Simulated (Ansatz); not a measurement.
C2H6Si, SMILES `C=[SiH]C` (charge 0, multiplicity 1).

Cartesian coordinates (Å):
```xyz
9

C      1.4621     0.1928    -0.9551
Si    -0.0546     0.5783    -0.2902
C     -1.0116    -0.5187     0.8754
H      1.9764    -0.7351    -0.7390
H      1.9801     0.8649    -1.6268
H     -0.7197     1.8562    -0.6146
H     -1.9859    -0.7780     0.4561
H     -0.4590    -1.4398     1.0632
H     -1.1877    -0.0204     1.8310
```
Charge 0, spin multiplicity 1.

Frozen-core energies in 6-31g from Ansatz (a first-principles code) at a geometry from B3LYP-D3(BJ)/def2-TZVP; the HF reference has <S^2> = 0.00 (restricted, and unstable towards unrestricted orbitals) and the T1 diagnostic is 0.011.

```tsv
level	energy (Ha)
HF	-368.01915
MP2	-368.26197
CCSD	-368.30076
```

Q: Estimate the energies of CCSD(T), CCSDT and CCSDT(Q), and give each level's difference from CCSDT(Q).

A: 
```
level     energy (Ha)  difference from CCSDT(Q) (mHa)
--------  -----------  ------------------------------
MP2        -368.26197                           47.42
CCSD       -368.30076                            8.63
CCSD(T)    -368.30815                            1.24
CCSDT      -368.30882                            0.57
CCSDT(Q)   -368.30939                            0.00
```
